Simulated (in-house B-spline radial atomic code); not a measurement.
Values are calculated unless marked as measured or tabulated.
## Weak and strong correlation along the adiabatic connection

Two-electron singlets in several external potentials (atomic units), by full CI in B-splines with partial waves to l = 8 (correlation energies up to 0.6 % small). The repulsion is scaled by λ at fixed density; W(λ) is the mean repulsion less the Hartree energy, W(0) = E_x, and the area under W from 0 to 1 is E_xc.

Relative drop (W(λ) − E_x)/E_x:

| system | λ = 0.12 | λ = 0.25 | λ = 0.4 | λ = 0.6 | λ = 0.8 | λ = 1 |
| --- | --- | --- | --- | --- | --- | --- |
| ω²r²/2 − Z/r, ω = 0.816, Z = 2 | 0.0089 | 0.0181 | 0.0281 | 0.0408 | 0.0525 | 0.0636 |
| −V exp(−r²/w²), V = 2.43, w = 12.9 | 0.0401 | 0.0754 | 0.1081 | 0.1421 | 0.1683 | 0.1890 |
| −V exp(−r²/w²), V = 8.1, w = 4.31 | 0.0166 | 0.0332 | 0.0506 | 0.0714 | 0.0897 | 0.1060 |
| empty sphere, radius 6.36 bohr | 0.0500 | 0.0923 | 0.1297 | 0.1667 | 0.1939 | 0.2146 |
| empty sphere, radius 1.81 bohr | 0.0137 | 0.0276 | 0.0425 | 0.0606 | 0.0769 | 0.0918 |
| −V exp(−r²/w²), V = 1.02, w = 3.43 | 0.0284 | 0.0550 | 0.0812 | 0.1103 | 0.1342 | 0.1541 |
| −Z/r, Z = 6.46, wall at 0.403 bohr | 0.0021 | 0.0043 | 0.0068 | 0.0101 | 0.0133 | 0.0165 |

Problem. Order the systems by how far second-order (GL2) theory, half the initial slope (estimated from the first points of each curve), overshoots the correlation energy, least first.
A. −V exp(−r²/w²), V = 2.43, w = 12.9
B. −Z/r, Z = 6.46, wall at 0.403 bohr
C. −V exp(−r²/w²), V = 1.02, w = 3.43
D. −V exp(−r²/w²), V = 8.1, w = 4.31
E. ω²r²/2 − Z/r, ω = 0.816, Z = 2
F. empty sphere, radius 1.81 bohr
G. empty sphere, radius 6.36 bohr

Solution. B (GL2/E_c = 1.03), E (GL2/E_c = 1.12), F (GL2/E_c = 1.18), D (GL2/E_c = 1.23), C (GL2/E_c = 1.41), A (GL2/E_c = 1.59), G (GL2/E_c = 1.72).

Problem. What else changes along this order?

Solution. The ratio follows the bend of the curve. With it the leading natural occupation goes from 1.999 to 1.835 and −T_c/E_c from 0.97 to 0.58 between the first and the last.
